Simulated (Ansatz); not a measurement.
C3H6FGa, SMILES `[F][Ga]1[CH2]C[CH2]1`, relaxed with RKS PBE-D4/def2-SVP in Ansatz 0.2.0 from a rough embedded geometry. The force threshold is 0.03 eV/Å; the program also tests the step.

Total charge 0; spin multiplicity 1.

Start:

```xyz
11

F    -1.425    1.543    1.756
Ga   -0.740   -0.077    1.776
C    -0.343   -1.385   -0.350
C     0.702   -0.385   -0.294
C     0.255    1.050   -0.258
H    -1.045   -1.283    0.517
H    -0.985   -1.257   -1.288
H     1.322   -0.579    0.627
H     1.428   -0.588   -1.162
H    -0.272    1.244   -1.210
H     1.103    1.717   -0.115
```

**Question.** How much energy does the relaxation release, and in how many steps? (Estimate.)

**Answer.** Computed: 120.60 kcal/mol, in 13 steps, 1 of them rejected.

**Question.** Which bonds change most? (Estimate.)

**Answer.** The calculation gave: Ga2–C5 from 2.529 to 2.010 Å; Ga2–C3 from 2.528 to 2.010 Å; C3–C4 from 1.447 to 1.559 Å; C4–C5 from 1.504 to 1.559 Å.

**Question.** Give the relaxed structure. (Best estimate.)

**Answer.** The calculation gave: 
```xyz
11

F    -2.158    1.379    2.060
Ga   -1.030    0.649    0.897
C    -0.600   -1.111    0.027
C     0.746   -0.438   -0.380
C     0.569    1.104   -0.233
H    -0.524   -2.062    0.588
H    -1.278   -1.274   -0.838
H     1.544   -0.777    0.312
H     1.062   -0.725   -1.406
H     0.226    1.588   -1.172
H     1.444    1.667    0.145
```
